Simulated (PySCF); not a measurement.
F5Sb, SMILES [F][Sb]([F])([F])([F])[F] (connectivity only; charge and spin as stated), charge -1, multiplicity 2.

Geometry optimised at PBE0-D3(BJ)/def2-SVPD. The multiplicity is an assumed one; no other spin state was optimised. The isomer is the one that the SMILES or the coordinates give; other isomers of the formula were not compared. The def2 effective core potentials stand for the cores of Sb; spin–orbit coupling is left out.

Level of theory: PBE0-D3(BJ)/def2-SVPD in PySCF.

Frequencies are harmonic and unscaled.

Modes within 1.5 cm⁻¹ of each other (mostly degenerate sets) share a row, with their intensities summed.

```
mode   ν (cm⁻¹)  IR (km/mol)  moving atoms (share of kinetic energy)
-----  --------  -----------  --------------------------------------
1            97          0.0                                 F 100 %
2–3         152          8.1                                  F 95 %
4           198         37.4                         F 71 %, Sb 29 %
5           214          0.0                                 F 100 %
6–7         234         26.1                         F 90 %, Sb 10 %
8           490          0.0                                 F 100 %
9           505          0.1                                 F 100 %
10–11       524        454.3                         F 73 %, Sb 27 %
12          609         92.4                         F 85 %, Sb 15 %
```
